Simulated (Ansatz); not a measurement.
# What C2H6BFO (SMILES COB(C)F) costs in Ansatz

C2H6BFO has 11 atoms, charge 0, and is taken as a singlet. As SMILES, `COB(C)F`. Geometry: relaxed at PBE0-D4/def2-TZVP. This is one conformer, not always the lowest.

```xyz
11

C    -1.3644    0.7111    0.5385
O    -0.2410    1.2278   -0.1353
B     0.8186    0.4827   -0.5089
C     0.9932   -1.0579   -0.2706
F     1.7792    1.1652   -1.1360
H    -1.4585    1.2071    1.5069
H    -2.2591    0.9243   -0.0500
H    -1.2940   -0.3677    0.6981
H     0.9476   -1.3070    0.7940
H     1.9474   -1.4128   -0.6601
H     0.1963   -1.6298   -0.7560
```

Program: Ansatz 0.2.0. Hardware: 1 thread of AMD EPYC 9R45 (Zen 5), shared host, so times are rough. Ansatz fits the integrals of SCF and DFT runs by default. Its times include its search for lower SCF states.

(1) Estimate their order by wall time, quickest first.
A. energy at r2SCAN/def2-SVP
B. energy at wB97M-V/def2-SVP
C. energy at HF/STO-3G
D. energy at HF/def2-SVP

## Answers

(1) C (0.18 s), D (1.5 s), A (5.1 s), B (24 s).
